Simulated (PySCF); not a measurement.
# Deuteron quadrupole couplings in `CSC(=C=S)C[SiH2]C(=O)O`

Species: C5H8O2S2Si.
Atom-mapped SMILES: `[CH3:1][S:2][C:3](=[C:4]=[S:5])[CH2:6][SiH2:7][C:8](=[O:9])[OH:10]` (hydrogens: H11, H12, H13 on C1; H14, H15 on C6; H16, H17 on Si7; H18 on O10)

Cartesian coordinates in Å at the GFN2-xTB level; atoms count from 1:
```xyz
18
C5H8O2S2Si angstrom
C     -2.0622   -0.1192    1.5534
S     -2.1248   -0.8647   -0.1041
C     -0.9742    0.1775   -1.0139
C     -1.2200    1.4514   -0.9732
S     -1.5515    2.9656   -0.7746
C      0.1386   -0.5124   -1.7350
Si     1.4046   -1.2603   -0.5019
C      1.7958    0.1754    0.7130
O      1.1971    0.4219    1.7318
O      2.8056    0.9352    0.2835
H     -2.5479   -0.8261    2.2185
H     -2.6038    0.8226    1.5519
H     -1.0265    0.0280    1.8445
H      0.6279    0.1995   -2.4021
H     -0.2806   -1.3093   -2.3509
H      0.8082   -2.3511    0.2641
H      2.6363   -1.6102   -1.2034
H      2.9687    1.6824    0.8868
```

Level: PBE0/pcSseg-1 (PySCF, non-relativistic); Q(2H) = 0.00286 b; rigid geometry, the same for H and D, with no vibrational averaging.

Question: Rank these positions by the coupling χzz of a deuteron there, largest first.
A. H16 (Si–H hydrogen)
B. H15 (methylene hydrogen)
C. H18 (acid proton)
D. H13 (methyl hydrogen)
E. H11 (methyl hydrogen)

Answer: C (285 kHz), E (214 kHz), B (208 kHz), D (199 kHz), A (110 kHz).

Tabulate Vzz, the asymmetry η and χzz = 234.96 MHz × Q × Vzz for every hydrogen position.

```tsv
atom	bonded to	bond length (Å)	Vzz (au)	η	χzz (kHz)
H11	C1	1.085	0.3179	0.06	214
H12	C1	1.086	0.3127	0.04	210
H13	C1	1.086	0.2957	0.05	199
H14	C6	1.091	0.3074	0.05	207
H15	C6	1.091	0.3093	0.04	208
H16	Si7	1.460	0.1635	0.03	110
H17	Si7	1.460	0.1633	0.01	110
H18	O10	0.974	0.4238	0.09	285
```

Average by the element that carries the hydrogen.

on C: 207 kHz over 5 positions, mean bond length 1.088 Å; on Si: 110 kHz over 2 positions, mean bond length 1.460 Å; on O: 285 kHz over 1 position, mean bond length 0.974 Å.

Give the 2H NMR doublet splittings at H12 for a magnetic field along the z, y and x axes of the gradient: 3χ/2, 3χ(1 + η)/4, 3χ(1 − η)/4.

With |χ| = 210.2 kHz and η = 0.044: 315, 165 and 151 kHz, to first order and without motion.

Isolated species at its GFN2-xTB geometry (one conformer only). GFN2-xTB bond lengths can be off by several hundredths of an ångström, more for odd bonds, and the gradients follow them. The small basis limits the accuracy of the gradients.

The run behind these numbers computed NMR shieldings as well. The run took 77 s of wall time on an Arm Neoverse V1 with one thread, no GPU (shared host), and the process peaked at 1.1 GiB of memory.
